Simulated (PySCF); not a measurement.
## How methods differ on the ionisation energy of Au²⁺

Au²⁺ [Xe] 4f14 5d9 (2D) → Au³⁺ [Xe] 4f14 5d8 (3F), as a difference of total energies. Calculation: PySCF 2.14, in def2-TZVPPD with the def2 core potential (60 electrons); scalar relativity through the core potential. Correlated levels: valence: 5s2 5p6 frozen; valence and next inner shell: nothing frozen outside the core potential. The calculations carry no spin-orbit coupling.

| method | ionisation energy (eV) |
| --- | --- |
| UHF | 30.900 |
| LDA | 33.359 |
| PBE | 32.908 |
| PBE0 | 32.731 |
| r2SCAN | 32.547 |
| MN15 | 33.149 |
| TPSS | 32.537 |
| wB97X-V | 32.694 |
| r2SCANh | 32.527 |
| MP2 (valence) | 32.628 |
| SCS-MP2 (valence) | 32.517 |
| MP2 (valence and next inner shell) | 32.635 |
| SCS-MP2 (valence and next inner shell) | 32.435 |

Question: How much does correlation contribute at MP2 (valence and next inner shell)?

Answer: 32.635 − (30.900) = 1.735 eV, measured against UHF.

The reference lies between the lowest fine-structure levels, while these numbers refer to the centres of the terms.

Errors of the correlated levels include the incompleteness of this basis and the frozen core.

For comparison: 30 ± 1.6 eV (theoretical estimate listed by NIST; NIST Atomic Spectra Database, ionization energies).
